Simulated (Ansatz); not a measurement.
Ansatz (a program for electronic structure) input:

Ansatz 0.2 input:
```yaml
crystal:
  periodic: [false, false, false]
  atoms:
    - {symbol: Ga, position_ang: [-0.00000000, -0.00000000, -0.05278277]}
    - {symbol: H, position_ang: [0.00000000, 0.00000000, 1.63626580]}
basis:
  gaussian:
    orbitals: def2-TZVPD
hamiltonian:
  xc: {name: SVWN5}
total_charge: 1
magnetization: {spin_polarized: true, initial_magnetization: 1}
```

**Question.** Which total energy does the run end on?

**Answer.** -1922.06735 Eh (SVWN5/def2-TZVPD). The basis has 63 functions.

This state (charge 1, doublet) is run at the relaxed geometry of the species with charge 0 and multiplicity 1.
